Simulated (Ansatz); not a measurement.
A run for Ansatz (an electronic-structure program): R-wB97X-V/def2-TZVPPD on ClH3Si (SMILES [SiH3]Cl) with ghost functions, monomers drawn apart or pushed together. Files ending in .json are basis or fitting sets from the Basis Set Exchange.

Ansatz 0.2 input:
```yaml
crystal:
  periodic: [false, false, false]
  atoms:
    - {symbol: Si, position_ang: [-0.15998704, 0.22519636, 5.74198348]}
    - {symbol: Cl, position_ang: [-0.61127035, -1.68409729, 5.04455320]}
    - {symbol: H, position_ang: [-0.25475156, 0.18581675, 7.21317343]}
    - {symbol: H, position_ang: [-1.14481925, 1.16014863, 5.17081154]}
    - {symbol: H, position_ang: [1.20825071, 0.55459760, 5.30631082]}
basis:
  gaussian:
    orbitals: def2-TZVPPD.json
    ghost_atoms:
      - {symbol: Cl, position_ang: [0.18137012, 0.42715245, -0.08155604]}
      - {symbol: H, position_ang: [-0.08917065, -0.45574490, 0.81766539]}
hamiltonian:
  xc: {name: wB97X-V}
scf: {lower_state_search: off}
```

It printed:

```
Functional definition: wB97X-V
[...]
these checks for a lower state are left out or cut short: stability, starts, cluster_reference, orbital_swaps, neighbouring_geometries, increment
integrals: 0.19 GiB planned
1194 factors; their error is unknown
integrals: 0.23 GiB planned
280 factors; integrals over basis functions are off by at most 3.9e-5 eV
mean field: 1.25 GiB planned
mean field evaluation 1: about -20447.4053 eV, gradient 1.1e1 eV
mean field evaluation 2: about -20447.6923 eV, gradient 7.2e0 eV
mean field evaluation 4: about -20447.7909 eV, gradient 2.4e-1 eV
mean field evaluation 8: about -20447.8241 eV, gradient 3.1e-2 eV
mean field evaluation 16: about -20447.8241 eV, gradient 2.3e-6 eV
mean field -20447.82414475 eV, -751.4436772865 hartree, gradient 2.3e-6 eV, S^2 0.000000; 0 other end points of the search recorded, 0 dependent functions left out
reference -20447.82414224 eV, -751.4436771943 hartree; 17, 17 occupied and 201, 201 virtual orbitals, 1194 factors
Total energy: -20447.82414224 eV, -751.4436771943 hartree
Checks for a lower state left out: stability, starts, cluster_reference, orbital_swaps, neighbouring_geometries, increment
```

The calculation finished and met its thresholds.

Cost: roughly 11 core-seconds.
